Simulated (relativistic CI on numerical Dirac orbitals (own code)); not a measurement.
# Hyperfine structure of Ir27+, mass number 193

Computed by Dirac-Coulomb-Breit CI, orbitals from a KLI potential per configuration, model QED (radiative potential, 1s self-energy scaled to tabulated hydrogen-like ionisation energies), unscaled Slater integrals (own radial code, finite nucleus).

Configurations in the expansion (outside the closed core [Ar] 3d10 4p6 4d10): 4s²4f⁴, 4s²4f³5s, 4s²4f²5s², 4s²4f³5p, 4s²4f²5s5p, 4s²4f³5d, 4s²4f²5p², 4s²4f²5s5d, 4s²4f²5p5d, 4s²4f³5f, 4s²4f³6s, 4s²4f³6p, 4s4f³5s². Levels of other configurations are missing.

Nuclear spin I = 3/2, μ = 0.163 μN, Q = 0.751 b (tables of Stone and Pyykkö). The electronic factors are computed for point nuclear moments, without core polarisation or the Bohr-Weisskopf and QED corrections.

```csv
Level,E (eV),A (MHz),B (MHz)
4s²4f⁴ ⁵I4,0.0000,548.6,-1760
4s²4f⁴ ⁵I5,2.4137,428.5,-1500
4s²4f⁴ ⁵I6,4.3630,377.3,-1190
4s²4f⁴ ⁵I7,5.8253,364,-567
4s²4f⁴ ⁵F1,6.3876,965.9,534
4s²4f⁴ ⁵F3,7.4294,368.3,-545
4s²4f⁴ ⁵G2,7.9963,611.2,-1730
4s²4f⁴ ⁵G3,8.3858,430.5,1270
```

Levels with J = 0, under 50 % of one LS term, or S terms without an open s electron are left out. Small factors come from cancelling terms and can be off by tens of per cent or more.

At this charge energies of transitions that change n are usually good to better than 1 %, and those within a shell (Δn = 0) to a few per cent. Terms inside the open d or f shell come out 10 to 20 % too wide with unscaled integrals.

Task: Give the hyperfine levels of 4s²4f⁴ ⁵I4 relative to its centre of gravity.

Result: With K = F(F + 1) − I(I + 1) − J(J + 1), E = AK/2 + B[¾K(K + 1) − I(I + 1)J(J + 1)]/[2I(2I − 1)J(2J − 1)]: F = 5/2: -4980, F = 7/2: -1848, F = 9/2: 1046, F = 11/2: 2850 MHz.

LS names give the leading component of a level, which can be under half, so a name can repeat, a term be missing and a line seem to break the LS rules.
